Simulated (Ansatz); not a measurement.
Harmonic frequencies (cm⁻¹) at PBE0-D4/def2-TZVP from Ansatz: 58, 118, 146, 192, 218, 253, 278, 510, 660, 797, 910, 1609.

Q: Which molecule is it?
A. `CN=S=O`
B. `S=BCl`
C. `[C-]#[N+][N+]#[C-]`
D. `BrC(Br)=C(Br)Br`

A: D.
